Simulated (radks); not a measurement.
Yb2+, 68 electrons, occupied as [Kr] 4d10 4f14 5p6 5d2 (not the ground configuration).

Calculated with a radial shooting solver on a logarithmic mesh with Libxc functionals: Dirac Kohn-Sham, BLYP, spin-unpolarised, spherical densities, finite nucleus; open shells fill j = l - 1/2 first; Fermi nuclear charge, rms radius 5.3108 fm.

Energy parts (eV):
| part | energy |
|---|---|
| total | -382870.89 |
| kinetic | 425200.34 |
| electron-nucleus | -949156.31 |
| Hartree | 149105.86 |
| exchange-correlation | -8020.79 |

Orbitals (lengths in bohr, moments of r in powers of bohr; r(max) is where P^2 peaks; r(90%) holds 90 % of the orbital's charge):
orbital  occ.  eigenvalue (eV)   r(max)      <r^2>  r(90%)
1s1/2       2        -61181.13  0.01237  0.0005300  0.0357
2s1/2       2        -10378.81  0.07077   0.008152   0.129
2p1/2       2        -9902.659  0.05295   0.005858   0.114
2p3/2       4        -8855.189  0.05938   0.007070   0.124
3s1/2       2        -2355.985   0.1997    0.05360   0.318
3p1/2       2        -2145.455   0.1874    0.04944   0.310
3p3/2       4        -1923.127   0.2007    0.05619   0.329
3d3/2       4        -1564.125   0.1580    0.04400   0.301
3d5/2       6        -1515.534   0.1617    0.04586   0.307
4s1/2       2        -481.4290   0.4557     0.2693   0.702
4p1/2       2        -396.2117   0.4570     0.2803   0.723
4p3/2       4        -345.9622   0.4854     0.3180   0.770
4d3/2       4        -205.6696   0.4862     0.3565   0.834
4d5/2       6        -196.5295   0.4955     0.3714   0.851
4f5/2       6         -26.0379   0.4808     0.7254    1.28
4f7/2       8         -24.6841   0.4864     0.7590    1.31
5p1/2       2         -52.6512    1.154      1.998    1.94
5p3/2       4         -46.0161    1.240      2.324    2.10
5d3/2       2         -16.9280    1.687      5.442    3.34
5d5/2       0         -16.4210    1.733      5.732    3.43

The highest occupied level is 5d3/2 at -16.928 eV. The electron density at the nucleus is 1.026e+06 e/bohr^3. Summed over all electrons, <r^2> = 41.56 bohr^2, which gives a Langevin (diamagnetic) susceptibility term of -32.9 x 10^-6 cm^3/mol.
